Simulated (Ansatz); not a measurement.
Basis-set series for C$_{3}$H$_{11}$GaO, SMILES `[CH3][Ga-]([CH3])([CH3])[OH2+]`. Charge 0, multiplicity 1. The geometry is a stationary point of PBE0-D4/def2-TZVP. It is one conformer, not always the lowest.

Cartesian coordinates in Å:
```
C -0.390 -1.948 0.082
Ga 0.262 -0.066 0.082
C 0.838 0.732 -1.649
C 0.895 0.738 1.777
O -1.803 0.823 -0.007
H -0.942 -2.201 -0.828
H 0.456 -2.639 0.140
H -1.028 -2.163 0.946
H 0.800 1.826 -1.631
H 0.240 0.378 -2.494
H 1.876 0.460 -1.862
H 0.914 1.829 1.723
H 1.913 0.404 2.000
H 0.264 0.447 2.620
H -1.872 1.292 -0.845
H -2.425 0.089 -0.055
```

| functional | basis | functions | energy (Eh) | HOMO (eV) | LUMO (eV) |
| --- | --- | --- | --- | --- | --- |
| PBE0-D4 | def2-TZVPP | 326 | -2120.64310 | -6.93 | -0.13 |
| PBE0-D4 | def2-QZVPP | 647 | -2120.69801 | -6.95 | -0.41 |
| ωB97M-V | def2-TZVPP | 326 | -2120.90790 | -9.16 | 1.33 |
| ωB97M-V | def2-QZVPP | 647 | -2120.96134 | -9.18 | 0.86 |

Question: Give the rows for def2-SVP. (Estimate.)

Answer: Ansatz gave: 
```json
{"functional": "PBE0-D4", "basis": "def2-SVP", "functions": "143", "energy (Eh)": "-2120.16608", "HOMO (eV)": "-6.83", "LUMO (eV)": "0.43"}
{"functional": "ωB97M-V", "basis": "def2-SVP", "functions": "143", "energy (Eh)": "-2120.42001", "HOMO (eV)": "-9.06", "LUMO (eV)": "2.08"}
```

Positive LUMOs are unbound and depend on the basis. Scalar relativity is left out up to krypton.
